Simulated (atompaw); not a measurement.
## Building the PAW (atompaw) potential for selenium (Se) (PBE, scalar-relativistic).

selenium, PAW, made with atompaw 4.2.0.5 (PBE, scalar-relativistic). Core [Ne], reference 3s2 3p6 3d10 4s2 4p3.5 (charge +0.5). Waves: 3s (bound): rc 0.85 bohr; 4s (bound): rc 0.85 bohr; 3p (bound): rc 0.65 bohr; 4p (bound): rc 0.85 bohr; 3d (bound): rc 0.75 bohr; 3d channel at 1.05 Ry: rc 0.75 bohr. Local part: ultrasoft scheme with l = 3 at 1 Ry, radius 0.80 bohr. Core correction: smooth core density matched at 0.50 bohr. Augmentation charge: sinc compensation charge, radius 0.75 bohr; PAW radius 0.85 bohr; waves and projectors: custom rrkj gramschmidtortho.

Q: Does the generator finish with these settings?

A: Yes, a potential is produced.

Q: Estimate the cutoffs (Ry, on a coarse ladder) from which the occupation-weighted sum of valence levels, in a spherical-Bessel basis at the reference potential, stays within 10 and 1 mRy of its value at 400 Ry.

A: 300 Ry and over 300 Ry.

Q: Does the potential have ghost states?

A: No extra level below or beside the all-electron valence levels (s, p, d, f tested).

Q: Is the overlap operator S = 1 + Σ q|β⟩⟨β| positive definite (Bessel basis up to 400 Ry)?

A: Yes: its lowest eigenvalue is 0.15 (p channel).

Q: Which valence shell sets the plane-wave cutoff?

A: 3d: its level needs 300 Ry to come within 1 mRy, against 230 Ry for 3p.
